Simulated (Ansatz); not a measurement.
`[OH][AlH][I]` + `BO[SiH2]F` → `[AlH2][I]` + `BO[SiH](O)F`  (redistribution)

Calculated with Ansatz (gas phase, PBE0-D4/def2-TZVP geometries, no zero-point term in ΔE). CCSD(T)/CBS is the MP2 limit (def2-TZVPP, def2-QZVPP) plus CCSD(T) − MP2 in def2-TZVPP, frozen cores. DFT in def2-TZVPP. Elements past krypton have def2 core potentials. For I outer-core shells are correlated without core-valence functions, which leaves a few kJ/mol of doubt a bond. Each species was taken in one conformer, which may not be the lowest.

`[OH][AlH][I]`:

Cartesian coordinates in Å:
```
O -1.008 -0.859 -0.188
Al 0.480 -0.112 0.074
I 0.601 2.356 0.166
H -1.829 -0.383 -0.306
H 1.756 -1.002 0.253
```

`BO[SiH2]F`:

Z-matrix (Å, degrees):
```
Si
O 1 1.641
F 1 1.589 2 107.9
H 1 1.479 2 110.5 3 118.0
H 1 1.474 2 108.0 3 -116.7
B 2 1.352 1 132.4 3 -107.2
H 6 1.197 2 118.0 1 178.1
H 6 1.203 2 119.8 1 -2.2
```

`[AlH2][I]`:

Cartesian coordinates in Å:
```
Al -0.146 -0.117 -0.167
I 1.297 1.034 1.478
H -0.172 0.444 -1.640
H -0.978 -1.361 0.328
```

`BO[SiH](O)F`:

Z-matrix (Å, degrees):
```
Si
O 1 1.631
F 1 1.587 2 107.9
O 1 1.620 2 106.1 3 118.2
H 1 1.473 2 111.5 3 -117.6
B 2 1.351 1 133.2 3 124.1
H 4 0.958 1 119.5 2 -165.7
H 6 1.197 2 117.9 1 179.9
H 6 1.203 2 120.0 1 -0.1
```

Q: Is it downhill or uphill in electronic energy at CCSD(T)/CBS, and by how much? (Estimate.)

A: Computed: Uphill: ΔE = +0.25 eV.

Q: What do these levels give: ωB97X-V, r2SCANh, RPA@PBE/def2-TZVPP, HF/def2-TZVPP, SCS-MP2/def2-QZVPP, HF/CBS(def2)? (An estimate is asked.)

A: Computed: ωB97X-V 0.24, r2SCANh 0.23, RPA@PBE/def2-TZVPP 0.25, HF/def2-TZVPP 0.17, SCS-MP2/def2-QZVPP 0.28, HF/CBS(def2) 0.16 eV.

Largest T1 diagnostic among the species: 0.013.

From BLYP to BHLYP (50 % exact exchange), in def2-TZVPP and without D4, ΔE moves by −0.09 eV. Leaving LDA and LC-ωPBE aside and taking each functional with its dispersion term where it has one, the values, not all of them listed here, spread over 0.18 eV, from B97M-V to BLYP-D4. LDA lies −0.06 eV from PBE without D4. In def2-TZVPP, CCSD(T) changes the Hartree–Fock value by +0.08 eV (the triples alone add +0.01 eV) and MP2 by +0.12 eV.
